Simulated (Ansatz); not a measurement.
C3H3N, SMILES `[C-]#[N+][C]C` (near-degenerate singlet) (charge 0, multiplicity 1). This singlet lies within 0.05 eV of the relaxed triplet at the level B3LYP/cc-pVTZ // B3LYP-D3(BJ)/def2-TZVP (Ansatz, an electronic-structure program).

Level of theory: frozen-core CCSDT(Q)/6-31g // B3LYP-D3(BJ)/def2-TZVP (Ansatz).

Ansatz 0.2 input:
```yaml
crystal:
  periodic: [false, false, false]
  atoms:
    - { symbol: C, position_ang: [2.587308, 0.150419, -0.239111] }
    - { symbol: N, position_ang: [1.462838, -0.210967, -0.088392] }
    - { symbol: C, position_ang: [0.282758, -0.745995, 0.161866] }
    - { symbol: C, position_ang: [-0.849828, 0.088528, -0.286747] }
    - { symbol: H, position_ang: [-0.639049, 1.14849, -0.45619] }
    - { symbol: H, position_ang: [-1.719495, -0.062908, 0.352322] }
    - { symbol: H, position_ang: [-1.124537, -0.36757, -1.252874] }
basis:
  gaussian: { orbitals: "6-31g" }
correlation:
  method: ccsdt_q
```

Output:

```
Functional definition: HF
1014 factors; integrals over basis functions are off by at most 2.0e-7 eV
mean field evaluation 1: about -4612.9269 eV, gradient 2.0e1 eV
mean field evaluation 2: about -4612.9357 eV, gradient 2.0e1 eV
mean field evaluation 4: about -4614.3284 eV, gradient 3.8e0 eV
mean field evaluation 8: about -4614.3759 eV, gradient 3.1e-5 eV
mean field evaluation 16: about -4614.3202 eV, gradient 3.8e0 eV
mean field evaluation 32: about -4609.7585 eV, gradient 1.4e-3 eV
mean field -4614.37570309 eV, -169.5751793524 hartree, gradient 2.4e-6 eV, S^2 0.000000; 0 other end points of the search recorded, 0 dependent functions left out; unrestricted orbitals would lower it
4 core orbitals not correlated
reference -4614.37570309 eV, -169.5751793524 hartree; 10, 10 occupied and 28, 28 virtual orbitals, 1014 factors
second order -9.19779024 eV of doubles, -0.00000000 eV of singles
cycle   1  -9.46836280 eV  change   -2.7e-1 eV  update   1.3e-1
cycle   2  -10.07147668 eV  change   -6.0e-1 eV  update   6.5e-2
cycle   3  -10.50005665 eV  change   -4.3e-1 eV  update   3.2e-2
cycle   4  -10.49135991 eV  change    8.7e-3 eV  update   1.2e-2
cycle   5  -10.48508669 eV  change    6.3e-3 eV  update   7.9e-3
cycle   6  -10.49264745 eV  change   -7.6e-3 eV  update   4.3e-3
cycle   7  -10.49703745 eV  change   -4.4e-3 eV  update   2.5e-3
cycle   8  -10.49583300 eV  change    1.2e-3 eV  update   1.3e-3
cycle   9  -10.49571496 eV  change    1.2e-4 eV  update   8.0e-4
cycle  10  -10.49640392 eV  change   -6.9e-4 eV  update   4.8e-4
cycle  11  -10.49600921 eV  change    3.9e-4 eV  update   2.7e-4
cycle  12  -10.49626471 eV  change   -2.6e-4 eV  update   1.3e-4
cycle  13  -10.49628698 eV  change   -2.2e-5 eV  update   5.9e-5
cycle  14  -10.49627900 eV  change    8.0e-6 eV  update   3.1e-5
cycle  15  -10.49630155 eV  change   -2.3e-5 eV  update   1.9e-5
cycle  16  -10.49632649 eV  change   -2.5e-5 eV  update   1.4e-5
cycle  17  -10.49633397 eV  change   -7.5e-6 eV  update   9.4e-6
cycle  18  -10.49633815 eV  change   -4.2e-6 eV  update   6.2e-6
cycle  19  -10.49633157 eV  change    6.6e-6 eV  update   4.0e-6
cycle  20  -10.49632848 eV  change    3.1e-6 eV  update   2.3e-6
cycle  21  -10.49632906 eV  change   -5.8e-7 eV  update   1.5e-6
perturbative correction -0.03106312 eV, -0.0011415486 hartree
Total energy: -4624.90309527 eV, -169.9620538794 hartree
```
